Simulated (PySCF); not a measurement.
## Correlation energy of Se (selenium, neutral)

[Ar] 3d10 4s1 4p5, high-spin 3P determinant (an excited configuration). Computed with PySCF 2.14 in def2-QZVPPD, with the non-relativistic Hamiltonian (point nucleus). Frozen: [Ar] 3d10; 6 electrons correlated.

```json
{"level": "CCSD", "correlation energy (mhartree)": "-192.68"}
{"level": "(T)", "correlation energy (mhartree)": "-25.75"}
{"level": "CCSD(T)", "correlation energy (mhartree)": "-218.43"}
```

Diagnostics: T1 = 0.032, D1 = 0.0687, largest double amplitude 0.225.

Problem. Is a single reference adequate?

Solution. Not fully. T1 exceeds 0.03, a sign that the reference determinant is poor. A double-excitation amplitude exceeds 0.15, a sign of near-degeneracy.
